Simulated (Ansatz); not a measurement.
Geometry optimisation, Ansatz, RKS LDA/def2-SVP.

Input:

```yaml
crystal:
  periodic: [false, false, false]
  atoms:
    - { symbol: Ga, position_ang: [-1.1521, -0.0626, -0.2282] }
    - { symbol: C, position_ang: [1.0649, 0.1426, -0.8212] }
    - { symbol: H, position_ang: [-1.7292, -0.9331, -1.3705] }
    - { symbol: H, position_ang: [-1.9473, 1.1016, 0.4054] }
    - { symbol: H, position_ang: [-0.2732, -0.3403, 1.8544] }
    - { symbol: F, position_ang: [-0.9029, -1.2914, 1.4894] }
    - { symbol: H, position_ang: [0.6033, 0.4781, 0.4494] }
    - { symbol: F, position_ang: [0.3253, 0.6709, 1.6156] }
    - { symbol: H, position_ang: [0.7663, 0.6362, -1.7541] }
    - { symbol: H, position_ang: [1.1785, -0.9262, -1.0387] }
    - { symbol: H, position_ang: [2.0664, 0.5241, -0.6015] }
basis:
  gaussian: { orbitals: def2-SVP }
hamiltonian:
  xc: lda
relax:
  f_tol: 0.15
  max_steps: 25
  restrain:
    - { distance: [0, 5], at: 1.79, k: 30.0 }
    - { distance: [4, 7], at: 0.88, k: 30.0 }
    - { distance: [6, 1], at: 1.07, k: 30.0 }
    - { distance: [0, 1], at: 3.28, k: 30.0 }
    - { distance: [4, 5], at: 2.18, k: 30.0 }
    - { distance: [6, 7], at: 2.18, k: 30.0 }
```

Command:

```bash
$ ansatz run input.yaml --threads 2 --pin off --max-ram 3072MiB --backend cpu --events-out ev --progress --plain --runs-dir out
```

**Question.** Where does it end, and by what steps?

**Answer.** It converged. The restraints hold the end off the free minimum. After 17 steps the energy has fallen by 0.907 eV (the restraints' own energy left out); F6 moved furthest, 1.49 Å. Parted: Ga1–C2. Joined: Ga1–F8, C2–H7, H5–F8.

```json
{"step": "0", "energy less start (eV)": "0.0000", "largest force component (eV/Å)": "1.905", "accepted": "yes"}
{"step": "1", "energy less start (eV)": "-0.2522", "largest force component (eV/Å)": "4.540", "accepted": "yes"}
{"step": "2", "energy less start (eV)": "-0.2494", "largest force component (eV/Å)": "5.374", "accepted": "yes"}
{"step": "3", "energy less start (eV)": "-0.3841", "largest force component (eV/Å)": "2.873", "accepted": "yes"}
{"step": "4", "energy less start (eV)": "-0.4919", "largest force component (eV/Å)": "1.228", "accepted": "yes"}
{"step": "5", "energy less start (eV)": "-0.5855", "largest force component (eV/Å)": "1.079", "accepted": "yes"}
{"step": "6", "energy less start (eV)": "-0.6362", "largest force component (eV/Å)": "0.962", "accepted": "yes"}
{"step": "7", "energy less start (eV)": "-0.6793", "largest force component (eV/Å)": "0.637", "accepted": "yes"}
{"step": "8", "energy less start (eV)": "-0.7342", "largest force component (eV/Å)": "0.726", "accepted": "yes"}
{"step": "9", "energy less start (eV)": "-0.7758", "largest force component (eV/Å)": "1.072", "accepted": "yes"}
{"step": "10", "energy less start (eV)": "-0.7928", "largest force component (eV/Å)": "1.216", "accepted": "yes"}
{"step": "11", "energy less start (eV)": "-0.8192", "largest force component (eV/Å)": "1.117", "accepted": "yes"}
{"step": "12", "energy less start (eV)": "-0.8481", "largest force component (eV/Å)": "0.952", "accepted": "yes"}
{"step": "13", "energy less start (eV)": "-0.8774", "largest force component (eV/Å)": "0.679", "accepted": "no"}
{"step": "14", "energy less start (eV)": "-0.8628", "largest force component (eV/Å)": "0.947", "accepted": "yes"}
{"step": "15", "energy less start (eV)": "-0.8761", "largest force component (eV/Å)": "0.960", "accepted": "yes"}
{"step": "16", "energy less start (eV)": "-0.8980", "largest force component (eV/Å)": "0.774", "accepted": "yes"}
{"step": "17", "energy less start (eV)": "-0.9071", "largest force component (eV/Å)": "1.088", "accepted": "yes"}
```

```xyz
11
Properties=species:S:1:pos:R:3
Ga -1.518 -0.290 0.261
C 1.401 0.349 -1.096
H -0.917 -1.439 -0.608
H -1.918 1.191 -0.020
H -0.389 -0.322 2.446
F -2.331 -0.943 1.713
H 1.366 0.242 -0.012
F 0.059 0.046 1.723
H 0.523 0.924 -1.452
H 1.402 -0.650 -1.572
H 2.322 0.893 -1.381
```

Run time: 26 s on 2 threads of Arm Neoverse V1, with other jobs on the host, peak memory 0.15 GiB.
